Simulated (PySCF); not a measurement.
All of these have the formula C6H9FO. Level of theory: TDDFT B3LYP/def2-SVPD, vertical, gas phase, core orbitals frozen in the response (PySCF 2.14.0, density-fitted response routines). Geometries: GFN2-xTB; one conformer of each isolated species. Triplets are in the Tamm–Dancoff approximation.

A. `[C@@H]1(CF)C=COCC1`
B. `C[C@@H]1C[C@@]1(C)C(=O)F`
C. `O=C1CC[C@@H](CF)C1`
D. `F[C@@H]1C[C@@H]2O[C@H]1CC2`

Lowest singlet levels (six at most, fewer where fewer were computed) with oscillator strengths:

1. 209 nm (f 0.002); 179 nm (f 0.223); 172 nm (f 0.036); 164 nm (f 0.015); 160 nm (f 0.009); 152 nm (f 0.004); T1 5.39 eV
2. 294 nm (f 0.000); 194 nm (f 0.011); 178 nm (f 0.005); 172 nm (f 0.004); 172 nm (f 0.008); 171 nm (f 0.016); T1 3.71 eV
3. 180 nm (f 0.008); 167 nm (f 0.003); 162 nm (f 0.002); 155 nm (f 0.007); 153 nm (f 0.003); 151 nm (f 0.006); T1 6.78 eV
4. 215 nm (f 0.047); 195 nm (f 0.059); 190 nm (f 0.000); 188 nm (f 0.039); 177 nm (f 0.044); 173 nm (f 0.057); T1 4.33 eV

Task: Match each spectrum to its molecule.

Result: 1 = B, 2 = C, 3 = D, 4 = A.
- A: S1 at 5.76 eV, HOMO→LUMO (86%), HOMO→LUMO+1 (12%); Löwdin shares by element: HOMO carbon 60% or more, oxygen 26%; LUMO carbon 36% or more, hydrogen 7% or more (atoms not listed hold the other 56%); HOMO -6.38 and LUMO 0.09 eV.
- B: S1 at 5.94 eV, HOMO→LUMO (45%), HOMO-1→LUMO (39%), HOMO-2→LUMO (14%); Löwdin shares by element: HOMO carbon 49% or more, oxygen 22% (atoms not listed hold the other 30%); LUMO carbon 43% or more, oxygen 30%, fluorine 8% (atoms not listed hold the other 18%); HOMO -8.23 and LUMO -0.72 eV.
- C: S1 at 4.22 eV, HOMO→LUMO (98%); S1 has the pattern of n→π* at C=O; HOMO -7.05 and LUMO -1.06 eV.
- D: S1 at 6.87 eV, HOMO→LUMO (99%); Löwdin shares by element: HOMO oxygen 58%, carbon 19% or more (atoms not listed hold the other 23%); LUMO carbon 30% or more, hydrogen 9% or more (atoms not listed hold the other 61%); HOMO -7.49 and LUMO 0.27 eV.
